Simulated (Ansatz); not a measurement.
Input and output for C₂H₇AsSeSi (`CC(=[Se])[AsH][SiH3]`).

```yaml
crystal:
  periodic: [false, false, false]
  atoms:
    - {symbol: C, position_ang: [-1.580871, -1.160328, 0.933404]}
    - {symbol: C, position_ang: [-0.168800, -0.860715, 0.574037]}
    - {symbol: Se, position_ang: [0.973504, -2.090996, 0.022210]}
    - {symbol: As, position_ang: [0.443530, 0.955575, 0.879860]}
    - {symbol: Si, position_ang: [1.577432, 1.220573, -1.175087]}
    - {symbol: H, position_ang: [-1.814543, -0.778912, 1.933447]}
    - {symbol: H, position_ang: [-2.251704, -0.638174, 0.241118]}
    - {symbol: H, position_ang: [-1.786873, -2.229662, 0.891755]}
    - {symbol: H, position_ang: [-0.837191, 1.664219, 0.448567]}
    - {symbol: H, position_ang: [1.590110, 2.681976, -1.460730]}
    - {symbol: H, position_ang: [0.884599, 0.492193, -2.265691]}
    - {symbol: H, position_ang: [2.970807, 0.744261, -1.022881]}
basis:
  gaussian: {orbitals: 6-31G, fitting: {mean_field: cc-pVTZ-jkfit}}
hamiltonian: {xc: {name: B3LYP5}}
output: {forces: true}
```

```sh
$ ansatz run in.yaml --threads 4 --pin off --events-out ev --progress --plain --max-ram 10444MiB
```

Shortened log:

```
Functional definition: B3LYP5
903 factors; integrals over basis functions are off by at most 3.6e-2 eV
mean field evaluation 1: about -136222.7175 eV, gradient 3.9e1 eV
mean field evaluation 2: about -136216.7808 eV, gradient 5.8e1 eV
mean field evaluation 4: about -136226.4593 eV, gradient 2.4e0 eV
mean field evaluation 8: about -136226.4735 eV, gradient 3.6e-2 eV
mean field -136226.47349840 eV, -5006.2305634460 hartree, gradient 4.6e-5 eV, S^2 0.000000; 0 other end points of the search recorded, 0 dependent functions left out
reference -136226.47376730 eV, -5006.2305733277 hartree; 50, 50 occupied and 53, 53 virtual orbitals, 903 factors
Total energy: -136226.47376730 eV, -5006.2305733277 hartree
Atom 0 at    -1.580871    -1.160328     0.933404 Å, force    -0.213620     0.025638     0.055068 eV/Å
Atom 1 at    -0.168800    -0.860715     0.574037 Å, force    -0.604579     0.393939     0.321328 eV/Å
Atom 2 at     0.973504    -2.090996     0.022210 Å, force     0.882018    -1.146328    -0.412441 eV/Å
Atom 3 at     0.443530     0.955575     0.879860 Å, force     0.069389     0.347473     0.659680 eV/Å
Atom 4 at     1.577432     1.220573    -1.175087 Å, force     0.331689     0.198411    -0.353591 eV/Å
Atom 5 at    -1.814543    -0.778912     1.933447 Å, force    -0.084035    -0.008422     0.135428 eV/Å
Atom 6 at    -2.251704    -0.638174     0.241118 Å, force    -0.151869     0.015447    -0.076086 eV/Å
Atom 7 at    -1.786873    -2.229662     0.891755 Å, force    -0.073585    -0.076166     0.021644 eV/Å
Atom 8 at    -0.837191     1.664219     0.448567 Å, force    -0.314327     0.146911    -0.023222 eV/Å
Atom 9 at     1.590110     2.681976    -1.460730 Å, force     0.025890     0.286984    -0.096979 eV/Å
Atom 10 at     0.884599     0.492193    -2.265691 Å, force    -0.120375    -0.119579    -0.218590 eV/Å
Atom 11 at     2.970807     0.744261    -1.022881 Å, force     0.253403    -0.064310    -0.012238 eV/Å
Dipole moment:    -0.406132     0.303012    -0.007983 e Å
```

Hardware: 4 threads of an AMD EPYC 9R45 on a shared host. Wall time 0.7 s, peak host memory 0.59 GiB.
